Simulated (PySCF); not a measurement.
# Correlation energy of Pt (platinum, neutral)

[Xe] 4f14 5d9 6p1, one real determinant (an excited configuration). Calculation: PySCF 2.14, in aug-cc-pwCVDZ-PP with ECP60MDF (6s6p5d3f, 70 functions); a scalar-relativistic core potential. Frozen: 5s2 5p6; 10 electrons correlated.

```json
{"level": "CCSD", "correlation energy (mhartree)": "-257.29"}
{"level": "(T)", "correlation energy (mhartree)": "-11.13"}
{"level": "CCSD(T)", "correlation energy (mhartree)": "-268.42"}
```

Diagnostics: T1 = 0.022, D1 = 0.0936, largest double amplitude 0.066.

The real determinant used has ⟨L²⟩ near 8 against 12 for a pure F term, so it mixes terms. Spin-orbit coupling, absent here, splits the open shell strongly.

Cost of the coupled-cluster step: roughly 30 core-seconds, for 10 correlated electrons.

The reference is one real determinant that mixes LS terms of this configuration.
